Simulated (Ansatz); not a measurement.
## One arrangement of a pair

The pair of Ag⁺ (SMILES [Ag+], atom 1) and F2 (SMILES FF, atoms 2–3), both closed shells, in one local arrangement (a lower one may exist), relaxed at PBE0-D4/def2-TZVP:

Ag1  (-0.002, 0.009, -1.899)
F2  (0.107, -0.569, 1.332)
F3  (-0.105, 0.559, 0.567)
(Å)

Program: Ansatz 0.2.0. Basis: def2-TZVPPD, with def2-QZVPPD for the basis limit. Cores are frozen in the correlated methods. Filled d shells of the heavier atoms are correlated. Core potentials replace the inner electrons of the atoms past krypton. B3LYP uses VWN-RPA correlation. Extrapolation: Hartree–Fock as exp(−7.88 √X), correlation as X^−2.97. Interaction energies count from these two fragments, frozen as in the pair, with the counterpoise correction; negative means bound.

Question: What is the interaction energy by CCSD(T) at an estimated basis limit (MP2 extrapolated from triple and quadruple zeta, plus CCSD(T) − MP2 in triple zeta)? (An estimate is asked for; the value comes from the calculation.)

Answer: Computed: -4.76 kcal/mol. Hartree–Fock alone gives -1.56 kcal/mol at the basis limit. It counts from the two fragments frozen as in the pair.

The same quantity by other methods in triple zeta, and each one's difference from that estimate:
```csv
method,E_int (kcal/mol),difference
PBE-D4,-6.51,-1.74
revPBE-D4,-5.42,-0.66
BLYP-D4,-6.53,-1.77
r2SCAN-D4,-6.97,-2.21
B97M-V,-6.25,-1.48
PBE0-D4,-5.02,-0.26
B3LYP-D4,-5.55,-0.79
HSE06-D4,-5.01,-0.25
wB97X-V,-4.87,-0.11
wB97M-V,-4.89,-0.12
B2PLYP,-4.43,0.33
HF,-1.42,3.34
MP2,-3.81,0.96
CCSD,-3.37,1.39
CCSD(T),-3.75,1.01
```
Differences are method less estimate.

Question: Which atoms make the shortest contact between the fragments?

Answer: Ag1 and F3, 2.53 Å apart.

Basis-set superposition shift (counterpoise-corrected less uncorrected): CCSD(T) 1.05; MP2 0.98; HF 0.05; PBE0-D4 0.06; wB97M-V 0.06 kcal/mol.

No T1 diagnostic of these runs exceeds 0.013. The restricted Hartree–Fock reference is unstable towards an unrestricted one at one or more of these structures.

For scale, one of the runs: CCSD(T)/def2-TZVPPD, 136 basis functions, launched by `ansatz run in.yaml --threads 2 --pin off --events-out ev --progress --plain --max-ram 5222MiB`. Time: 12 s of wall clock on 2 CPU threads of an Arm Neoverse V2; the host was shared. Peak host memory: 0.7 GiB.
